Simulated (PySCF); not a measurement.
NbBr₃ (triplet). Method: UB3LYP/[Nb def2-SVP with ECP28, Br def2-SVP], scalar-relativistic core potentials, density fitting, no spin–orbit coupling, PySCF.

Harmonic bands of its minimum:

```json
{"ω (cm⁻¹)": "33", "IR (km/mol)": "5.1"}
{"ω (cm⁻¹)": "58", "IR (km/mol)": "3.0"}
{"ω (cm⁻¹)": "65", "IR (km/mol)": "0.0"}
{"ω (cm⁻¹)": "223", "IR (km/mol)": "0.0"}
{"ω (cm⁻¹)": "274", "IR (km/mol)": "114"}
{"ω (cm⁻¹)": "332", "IR (km/mol)": "69.1"}
```

Q: The central atom is Nb. Infer the point group and assign the bands.

A: C2v. The modes span 2b2 + b1 + 3a1: 33 b2, 58 b1, 65 a1, 223 a1, 274 b2, 332 a1. The computed geometry has Nb–Br 2.437 Å, Nb–Br 2.457 Å (×2); Br–Nb–Br 110.5°, Br–Nb–Br 124.7° (×2).

This need not be the most stable arrangement of these atoms. With open d or f shells other occupations or spin states may lie lower.
